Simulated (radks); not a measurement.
Values are calculated unless marked as measured or tabulated.
Neutral copper, configuration [Ar] 3d9 4s1 4p1 (not the ground configuration). Level of theory: scalar-relativistic Kohn-Sham, PBE, spin-polarised, spherical densities, finite nucleus; open shells are filled with parallel spins first; Fermi nuclear charge, rms radius 3.8823 fm (a radial shooting solver on a logarithmic mesh with Libxc functionals).

Unscreened Slater integrals over Kohn-Sham orbitals (cm^-1). They are taken over the spin-up orbitals.

integral    value
F0(4p,4p)   53222
F2(4p,4p)   26652
F0(4p,4s)   61689
G1(4p,4s)   36933
F0(4p,3d)   71020
F2(4p,3d)   12198
G1(4p,3d)  5454.2
G3(4p,3d)  4171.6
F0(4p,3p)   71913
F2(4p,3p)  8912.0
G0(4p,3p)  1918.6
G2(4p,3p)  2139.4
F0(4s,4s)   76025
F0(4s,3d)   97191
G2(4s,3d)   11185
F0(4s,3p)   99360
G1(4s,3p)  4992.7
F0(3d,3d)  217530
F2(3d,3d)   98043
F4(3d,3d)   60532
F0(3d,3p)  239060
F2(3d,3p)  110940
G1(3d,3p)  137060
G3(3d,3p)   82713
F0(3p,3p)  266740
F2(3p,3p)  132970

Derived for the open shells (J is the average intra-shell exchange parameter used in DFT+U). 3d: Racah B = F2/49 - 5 F4/441 = 1315 cm^-1, C = 35 F4/441 = 4804 cm^-1, C/B = 3.65, F4/F2 = 0.617, J = (F2 + F4)/14 = 11330 cm^-1. 4p: J = F2/5 = 5330 cm^-1.
